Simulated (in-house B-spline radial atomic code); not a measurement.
## Ionising O VII (O6+) with different functionals

Computed with a B-spline radial code for spherical atoms: non-relativistic Hamiltonian, point nucleus, spin-polarised at highest spin, spherical fractional occupations for the functionals, and exact exchange of hybrids averaged over the configuration. The ionisation energy is the difference of two self-consistent energies, 1s2 → 1s1, without Breit or QED terms; ε is the level of the shell that loses the electron (its least bound occupied spin orbital).

```
   method                    rung  ΔSCF (eV)  -ε(1s) (eV)
     PBE0           global hybrid     738.06       703.83
    B3LYP           global hybrid     738.76       701.97
    TPSSh           global hybrid     739.15       699.88
   M06-2X           global hybrid     739.37       715.18
BHandHLYP           global hybrid     738.94       716.49
  r2SCAN0           global hybrid     739.00       707.76
    B97-1           global hybrid     739.14       702.40
    HSE06  range-separated hybrid     738.14       703.44
    wB97X  range-separated hybrid     740.68       704.08
CAM-B3LYP  range-separated hybrid     738.59       703.83
  LC-wPBE  range-separated hybrid     737.93       697.91
```

Question: Among the functionals, which spreads more, the ΔSCF values or the orbital energies?

Answer: The orbital energies: ΔSCF values span about 2.76 eV and the orbital energies 18.59 eV; here energy differences depend much less on the functional than eigenvalues do.

Question: How do they compare with the NIST value?

Answer: NIST lists 739.327 eV (tabulated theory, ground level to ground level). Errors run from -1.40 to +1.36 eV; M06-2X is closest (+0.04 eV), but part of that can be cancellation, since the calculations leave out relativity, Breit-QED terms.
